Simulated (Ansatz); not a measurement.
Species: GeBr₃ (charge -1, singlet). It need not be the lowest isomer of its formula. Whether it binds its extra electron was not tested at this geometry. 
Coordinates optimised at B3LYP-D3(BJ)/def2-TZVP (Ansatz, a quantum-chemistry and plane-wave program):
```xyz
4

Br    -1.7521    -1.3389    -0.2940
Ge    -0.0122     0.0050     0.9116
Br     2.0396    -0.8535    -0.2458
Br    -0.2763     2.1878    -0.2936
```
Charge -1, spin multiplicity 1.

Basis-set convergence of Hartree-Fock and CCSD correlation energies (hartree) with Ansatz. Cores are frozen in the correlated levels unless marked. Spin-orbit coupling is left out. Frozen are the shells of the preceding noble gas and the d and f shells that filled before the atom's block. No relativistic terms.

```csv
basis,functions,E(HF),"E(corr, CCSD)"
aug-cc-pVDZ,144,-9792.73196,-0.49494
aug-cc-pVTZ,236,-9793.02385,-0.64699
aug-cc-pVQZ,372,-9793.03420,-0.70065
```

Extrapolating the two largest sets (X = 3 and 4) as X^-3: E(corr) = (64·(-0.70065) - 27·(-0.64699))/37 = -0.7398 Eh, an estimate of the basis-set limit. The largest set recovers 94.7 % of it, the smallest 66.9 %.
